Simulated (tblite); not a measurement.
Species: C4H10N2OSi2.
Numbering: `[CH:1]#[C:2][Si:3]1([O:4][CH2:5][CH3:6])[NH:7][SiH2:8][NH:9]1` (hydrogens: H10 on C1; H11, H12 on C5; H13, H14, H15 on C6; H16 on N7; H17, H18 on Si8; H19 on N9)

Cartesian coordinates in Å at the GFN2-xTB level; atoms count from 1:
```
atom  x, y, z in Å
C1     0.0806    2.9606    0.5483
C2    -0.2281    1.8462    0.2205
Si3   -0.6055    0.0953   -0.2770
O4     0.5752   -0.5308   -1.1789
C5     1.9389   -0.2657   -1.0481
C6     2.4761   -0.6630    0.3175
N7    -2.1454   -0.1777   -1.0182
Si8   -2.8763   -0.9101    0.3709
N9    -1.2697   -0.8374    1.0317
H10    0.3288    3.9432    0.8334
H11    2.4427   -0.8347   -1.8365
H12    2.1161    0.8042   -1.2155
H13    3.5530   -0.5209    0.3537
H14    2.0069   -0.0517    1.0845
H15    2.2446   -1.7065    0.5141
H16   -2.5333    0.1721   -1.8717
H17   -3.8292   -0.0331    1.0453
H18   -3.3466   -2.2722    0.1563
H19   -0.9387   -1.0086    1.9621
```

All values are computed: GFN2-xTB (tblite) harmonic vibrations without scaling, gas phase. Against measured fundamentals such values can be off by several per cent, at times by over 20. Modes of hydrogen on silicon can be 10 to 20 % off. One conformer, not necessarily the lowest.

Harmonic wavenumbers (cm⁻¹): 35.6, 59.7, 68.2, 90.2, 103.2, 154.5, 192.4, 196.1, 229.0, 252.6, 287.0, 301.5, 371.5, 423.2, 450.6, 460.4, 555.1, 591.9, 640.1, 679.2, 682.1, 757.4, 774.3, 783.1, 834.8, 852.5, 877.0, 942.7, 991.3, 1060.9, 1094.0, 1111.5, 1153.3, 1171.3, 1265.2, 1340.3, 1397.2, 1477.9, 1481.1, 1494.2, 2212.6, 2252.7, 2294.7, 2896.5, 2936.8, 3039.5, 3041.5, 3047.7, 3347.8, 3532.6, 3556.3.

A = 1753, B = 878.6, C = 718.3 MHz; mass 158.033 u (most abundant isotopes); point group C1, symmetry number 1.

Question: Zero-point energy?

Answer: Half the sum of the wavenumbers: 29921 cm⁻¹ = 357.94 kJ/mol.

Question: Give the ideal-gas entropy at 200 K and 1 bar in the rigid-rotor, harmonic-oscillator model (classical rotation).

Answer: Translation 163.70, rotation 120.76, vibration 119.64: S = 404.1 J/(mol K).

Question: And Cp and H(200 K) − H(0)?

Answer: Cp = 152.68 J/(mol K), of which vibrations give 119.42 (their classical limit is 51 R = 424.0); H(200 K) − H(0) = 19.33 kJ/mol without the zero-point energy, 12.68 from vibrations.

Question: How do the functions run with temperature in this model?

Answer: 
```
 T (K)  S (J/(mol K))  Cp (J/(mol K))  H − H(0) (kJ/mol)  G − H(0) (kJ/mol)  ln q(vib)
    50          260.8            67.6               2.39             -10.65       0.95
   100          318.1           100.2               6.62             -25.19       2.86
298.15          473.8           198.4              36.61            -104.65      10.41
373.15          521.6           228.4              52.64            -142.00      13.06
   500          594.4           269.0              84.32            -212.89      17.33
   750          714.5           322.7             158.82            -377.06      24.97
  1000          812.5           357.7             244.16            -568.31      31.70
```

q(vib) and H(0) count from the zero-point level.

Question: Which modes carry the vibrational entropy at 200 K?

Answer: 35.6 cm⁻¹: 19.66; 59.7 cm⁻¹: 15.41; 68.2 cm⁻¹: 14.32; 90.2 cm⁻¹: 12.05; 103.2 cm⁻¹: 10.98; 154.5 cm⁻¹: 7.85 J/(mol K); the other 45 give 39.37 together.

Question: What must be added to the electronic energy to get the Gibbs energy at 200 K and 1 bar?

Answer: ZPE + [H(200 K) − H(0)] − T·S = 357.94 + 19.33 − 80.82 = 296.45 kJ/mol.

Hindered rotation and anharmonicity are outside this model. Other conformers, if any are populated, would add a mixing term that is left out. The structure is chiral; the term R ln 2 for an equal mix with its mirror image is left out.

Time: 0.97 s wall. Hardware: one thread, Arm Neoverse V1 (aarch64), shared host. This covers the Hessian and the dipole derivatives.
